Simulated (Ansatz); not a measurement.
C2H9FOSi2, SMILES [SiH3]C[Si@@H](F)CO.

Coordinates come from a B3LYP-D3(BJ)/def2-SVP optimisation. The structure was generated by enumeration; whether it is a known compound was not checked. Other conformers were not sampled.

Two levels are set side by side: PBE/def2-SVPD (Ansatz, a program for electronic structure) and CAM-B3LYP/def2-SVPD (Ansatz). Energy differences of separate SCF runs at the same geometry; the states with an electron removed or added have multiplicity 2 and 2. Differences are taken from unrounded values.

```
quantity                            PBE
---------------------------------  ----
vertical ionisation energy (eV)    9.37
vertical singlet–triplet gap (eV)  5.56
```

These are the PBE values. What does CAM-B3LYP give? (An estimate is asked for; the answer gives what the named calculation found.)


```tsv
quantity	CAM-B3LYP	PBE minus CAM-B3LYP
vertical ionisation energy (eV)	10.07	-0.69
vertical singlet–triplet gap (eV)	6.38	-0.82
```
